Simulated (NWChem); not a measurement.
Molecule: C$_{2}$HBrF$_{2}$; SMILES F/C=C(\F)Br

```xyz
6

F     -0.4462     2.7465     0.0000
C     -0.7302     1.4532     0.0000
C      0.2354     0.5334     0.0000
F      1.5140     0.8452     0.0000
Br    -0.1283    -1.2983     0.0000
H     -1.7914     1.2012     0.0000
```
Atoms are numbered in this order, from 1.

Program: NWChem. Geometry: optimised at PBE0/def2-SVP. GIAO values for the isolated, static molecule; σ is the absolute isotropic shielding, δ = σ(reference) − σ with the isolated reference molecule computed at the same levels (13C: tetramethylsilane, 19F: trichlorofluoromethane, 1H: tetramethylsilane). Spin-orbit effects, on the heavy nuclei and on their neighbours, are missing.

For level KT2/pcSseg-1:

```yaml
"δ F1 (ppm)": -162.6
"δ C2 (ppm)": 133.4
"δ C3 (ppm)": 145.6
"δ F4 (ppm)": -121.6
```

Task: How do the values read with level PBE0/pcSseg-1 instead?

Result: 
| Item | Result |
|---|---|
| δ F1 (ppm) | -142.3 |
| δ C2 (ppm) | 141.5 |
| δ C3 (ppm) | 153.0 |
| δ F4 (ppm) | -102.0 |
